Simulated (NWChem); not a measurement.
# Basis-set convergence for CH₇BO

```xyz
10

B     -1.2824    -0.2910    -0.6101
H     -1.7317    -0.7500     0.4309
H     -1.5853     0.8665    -0.8298
H     -1.3478    -1.0386    -1.5689
C      0.7992     0.5132     0.8103
O      0.3604    -0.2138    -0.3469
H      0.3659     0.0847     1.7273
H      0.4372     1.5403     0.6838
H      1.8981     0.5047     0.8509
H      0.6974    -1.1216    -0.3303
```
Charge 0, spin multiplicity 1.

Everything below was run with NWChem. All single points use one geometry, from B3LYP/def2-SVP, a minimum by its harmonic frequencies.

Quantity: LUMO energy at the level PBE.

The Pople sets run with spherical d functions. The structure started from a generated list of species.

In def2-TZVPP the value is -0.92 eV. Among 3-21G, 6-31G*, pcseg-1, cc-pVDZ, 6-311++G**, aug-pcseg-1, aug-cc-pVDZ, def2-TZVP, cc-pVTZ, which is the smallest basis within 0.2 eV of it?

pcseg-1, with 77 functions against 191 and about 6 % of the time (also within reach: def2-TZVP, cc-pVTZ). def2-TZVPP isn't the basis-set limit itself, and a small set can land close by cancellation.

| basis | functions | LUMO energy (eV) |
|---|---|---|
| 3-21G | 41 | 0.16 |
| 6-31G* | 56 | -0.09 |
| pcseg-1 | 77 | -0.74 |
| cc-pVDZ | 77 | -0.43 |
| 6-311++G** | 115 | -1.34 |
| aug-pcseg-1 | 132 | -1.35 |
| aug-cc-pVDZ | 132 | -1.34 |
| def2-TZVP | 135 | -0.92 |
| cc-pVTZ | 188 | -0.83 |
| def2-TZVPP | 191 | -0.92 |
